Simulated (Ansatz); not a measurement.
Calculated with Ansatz (gas phase, PBE0-D4/def2-TZVP geometries, no zero-point term in ΔE). CCSD(T)/CBS adds triple-zeta CCSD(T) − MP2 to the extrapolated MP2 energy (def2 sets, frozen cores). Functionals use def2-TZVPP. Each species was taken in one conformer, which may not be the lowest.

Consider the ligand exchange at the Si–O bond: `F[SiH](F)O[SiH3]` + `[CH3][Al]([OH])[OH]` → `[CH3][Al]([OH])[O][SiH3]` + `O[SiH](F)F`.

```csv
level,ΔE (kcal/mol)
CAM-B3LYP-D4,-2.0
ωB97M-V,-2.1
r2SCANh,-2.3
SCS-MP2/def2-QZVPP,-1.8
```

(1) What does CCSD(T)/CBS give? (Estimate.)

Largest T1 diagnostic among the species: 0.012.

Results:

(1) Ansatz gave: -1.7 kcal/mol. The listed levels differ from it by -0.3, -0.4, -0.6, -0.1 kcal/mol.

Leaving LDA and LC-ωPBE aside and taking each functional with its dispersion term where it has one, the values, not all of them listed here, spread over 1.2 kcal/mol, from B97M-V to BLYP-D4. At CCSD(T), def2-SVP lies −1.6 kcal/mol from the extrapolated value and def2-TZVPP −0.4 kcal/mol.
